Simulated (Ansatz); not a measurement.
Born–Oppenheimer molecular dynamics of CH₅AlBNO (10 atoms, charge 0, multiplicity 1). It starts from a relaxed structure.

All numbers below come from UKS B3LYP-D4/STO-3G (Ansatz).

| Quantity | Value |
| --- | --- |
| ensemble | NVT, Langevin thermostat |
| time step | 1 fs |
| steps asked | 166 |
| set temperature | 500 K |
| friction | 0.005 /fs |
| seed | 738195 |

First frame:

```xyz
10
Properties=species:S:1:pos:R:3
B -1.217 0.309 -0.484
C -0.457 -0.833 0.381
N 0.974 -0.397 0.468
Al 1.174 1.093 -0.371
O -0.472 1.339 -0.916
H -2.367 0.244 -0.723
H -0.555 -1.829 -0.104
H -0.917 -0.943 1.387
H 1.598 -1.035 0.999
H 2.323 2.001 -0.634
```

Task: How far do the bonds stretch over the last three quarters of this one trajectory? (Pairs bonded in most of those frames.)

Result: 
```tsv
bond	mean (Å)	spread (Å)	shortest	longest
B1–C2	1.625	0.026	1.56	1.67
B1–Al4	2.515	0.036	2.44	2.59
B1–O5	1.345	0.022	1.30	1.39
B1–H6	1.179	0.020	1.14	1.22
C2–N3	1.507	0.031	1.43	1.56
C2–H7	1.122	0.066	1.01	1.23
C2–H8	1.116	0.041	1.04	1.20
N3–Al4	1.733	0.033	1.67	1.81
N3–H9	1.047	0.032	0.99	1.11
Al4–O5	1.749	0.014	1.71	1.77
Al4–H10	1.490	0.026	1.45	1.54
```

Mean temperature of the second half: 418 K. The mean temperature of the second half is 16 % below the set value. A run of 0.17 ps of so small a system gives no equilibrium averages. Limits of this set-up: minimal basis.

Run time: 2.9 min on 1 thread of AMD EPYC 9R45 96-Core Processor (Zen 5), on a shared host, peak memory 0.15 GiB.
